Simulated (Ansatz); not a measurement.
The cluster Ca4, relaxed as a singlet with RKS r2SCAN/def2-TZVP in Ansatz, starting from the GFN2-xTB geometry. Force threshold 0.02 eV/Å.

The structure comes from a short search, and lower isomers may exist.

Start:

```tsv
atom	x (Å)	y (Å)	z (Å)
Ca1	0.1749	0.8035	2.0649
Ca2	-2.0529	0.3504	-0.7919
Ca3	0.4051	-2.1870	0.0353
Ca4	1.4729	1.0331	-1.3083
```

Q: Estimate the energy that the relaxation releases and the steps that it takes.

A: 2.6 kJ/mol, in 3 steps; 9 s on 4 threads of Arm Neoverse V2 on a shared host. No frequencies were taken in this run, so the end may be a saddle point.

Q: Does the start keep its bonding and symmetry?

A: By distances, no bond broke or formed. The bond that changes most is Ca1–Ca3, from 3.62 to 3.73 Å (atoms count from 1). Point group Cs at the start, Td at the end, both within 0.05 Å.

Q: Predict the relaxed structure.

A: 
```tsv
atom	x (Å)	y (Å)	z (Å)
Ca1	0.1642	0.8310	2.1222
Ca2	-2.1092	0.3658	-0.7998
Ca3	0.4265	-2.2448	0.0257
Ca4	1.5185	1.0480	-1.3481
```
Bond lengths (bridged metal pairs left out): 6 × Ca–Ca 3.73 Å.
